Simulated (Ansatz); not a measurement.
Cost and result for the atomization energy of BFH3In, SMILES `[BH2][InH][F]` (6 atoms, 5 bonds).

Total charge 0; spin multiplicity 1. Correlated methods include outer-core shells of In, which these sets cover unevenly. In takes the def2 core potential. The geometry is a stationary point of PBE0-D4/def2-TZVP. Program: Ansatz. All runs use 2 threads of an Intel Xeon Platinum 8375C on a shared host. Times are those of one run each, without the atoms' runs, and a repeat can differ threefold. Electronic energies, without spin–orbit coupling; frozen cores. CCSD(T)/CBS adds CCSD(T) − MP2 in def2-TZVPP to the MP2 limit, and its time is that of the two runs behind it. T1 = 0.015. With those shells the extrapolation isn't a true limit. B3LYP takes the VWN-RPA correlation (the form of Gaussian; ORCA's B3LYP/G).

CCSD(T)/CBS is a level of theory with its own doubt, some kJ/mol a heavy atom from the limit and from the frozen cores, so smaller differences don't rank the functionals.

```json
{"level": "revPBE-D4/def2-TZVPP", "functions": "154", "wall time": "1.7 s"}
{"level": "PBE-D4/def2-TZVPP (with forces)", "functions": "154", "wall time": "2.1 s"}
{"level": "BLYP-D4/def2-TZVPP", "functions": "154", "wall time": "2.2 s"}
{"level": "CAM-B3LYP-D4/def2-TZVPP", "functions": "154", "wall time": "2.6 s"}
{"level": "r2SCANh-D4/def2-TZVPP", "functions": "154", "wall time": "2.8 s"}
{"level": "B3LYP-D4/def2-TZVPP (with forces)", "functions": "154", "wall time": "3.2 s"}
{"level": "CCSD(T)/def2-SVP", "functions": "69", "wall time": "3.5 s"}
{"level": "PBE-QIDH/def2-TZVPP", "functions": "154", "wall time": "5.5 s"}
{"level": "ωB97X-V/def2-TZVPP", "functions": "154", "wall time": "6 s"}
{"level": "B97M-V/def2-TZVPP", "functions": "154", "wall time": "6.5 s"}
{"level": "MP2/def2-QZVPP", "functions": "286", "wall time": "17 s"}
{"level": "CCSD(T)/def2-TZVPP", "functions": "154", "wall time": "31 s"}
{"level": "CCSD(T)/CBS(def2)", "functions": "–", "wall time": "48 s"}
```

(1) What atomization energy does each give, and how far from CCSD(T)/CBS? (An estimate is asked.)

Results:

(1) The calculation gave: 
```tsv
level	atomization (kJ/mol)	difference from CCSD(T)/CBS	per bond
revPBE-D4/def2-TZVPP	1588.3	-41.4	-8.3
PBE-D4/def2-TZVPP (with forces)	1632.3	2.6	0.5
BLYP-D4/def2-TZVPP	1610.2	-19.5	-3.9
CAM-B3LYP-D4/def2-TZVPP	1637.6	7.9	1.6
r2SCANh-D4/def2-TZVPP	1621.8	-7.9	-1.6
B3LYP-D4/def2-TZVPP (with forces)	1615.7	-14.0	-2.8
CCSD(T)/def2-SVP	1518.8	-110.9	-22.2
PBE-QIDH/def2-TZVPP	1605.5	-24.2	-4.8
ωB97X-V/def2-TZVPP	1642.1	12.4	2.5
B97M-V/def2-TZVPP	1639.6	9.9	2.0
MP2/def2-QZVPP	1630.0	0.3	0.0
CCSD(T)/def2-TZVPP	1586.7	-43.0	-8.6
CCSD(T)/CBS(def2)	1629.7	0.0	0.0
```

Leaving LDA and LC-ωPBE aside and taking each functional with its dispersion term where it has one, the values, not all of them listed here, spread over 64.1 kJ/mol, from BHLYP-D4 to ωB97X-V. LDA lies +220.7 kJ/mol from PBE without D4, its usual overbinding. The D4 term adds +12.5 kJ/mol with B3LYP and +6.5 kJ/mol with PBE0; it sums over pairs of atoms, weighted by their polarisabilities, and B3LYP, whose exchange is more repulsive, gets the larger term. In def2-TZVPP, CCSD(T) changes the Hartree–Fock value by +378.3 kJ/mol (the triples alone add +20.7 kJ/mol) and MP2 by +395.1 kJ/mol; breaking electron pairs costs correlation energy, which Hartree–Fock lacks.

Spin–orbit coupling would lower the free In atoms strongly, and the atomization energy with them, by more than many differences here.
